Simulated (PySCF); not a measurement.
**Br³¹⁺: ionisation energy**

Br³¹⁺ [He] 2s2 (1S) → Br³²⁺ [He] 2s1 (2S), as a difference of total energies. All numbers are calculated (PySCF 2.14, the spin-free X2C one-electron Hamiltonian (Gaussian nucleus), in an uncontracted even-tempered set (19 s from 11 bohr⁻², ratio 2.2; 8 p from 16 bohr⁻², ratio 2.4; 5 d from 49 bohr⁻², ratio 2.4; 5 f from 73 bohr⁻², ratio 2.4; 4 g from 110 bohr⁻², ratio 2.4)). Correlated levels: nothing frozen; virtual orbitals above 40 to 60 times the deepest correlated orbital energy dropped. The calculations carry no spin-orbit coupling.

```json
{"method": "UHF", "ionisation energy (eV)": "3729.9"}
{"method": "LDA", "ionisation energy (eV)": "3728.1"}
{"method": "PBE", "ionisation energy (eV)": "3734.0"}
{"method": "PBE0", "ionisation energy (eV)": "3733.3"}
{"method": "r2SCAN", "ionisation energy (eV)": "3729.3"}
{"method": "TPSSh", "ionisation energy (eV)": "3733.4"}
{"method": "revPBE", "ionisation energy (eV)": "3734.1"}
{"method": "MP2 (all electrons)", "ionisation energy (eV)": "3735.3"}
{"method": "SCS-MP2 (all electrons)", "ionisation energy (eV)": "3736.4"}
```

**Question.** How much does correlation contribute at MP2 (all electrons)?

**Answer.** 3735.3 − (3729.9) = 5.4 eV, measured against UHF.

For this ion Breit and QED terms and the two-electron picture change, all absent here, outweigh the differences among the correlated methods.

For comparison: 3735 ± 4 eV (semi-empirical (NIST evaluation); NIST Atomic Spectra Database, ionization energies).
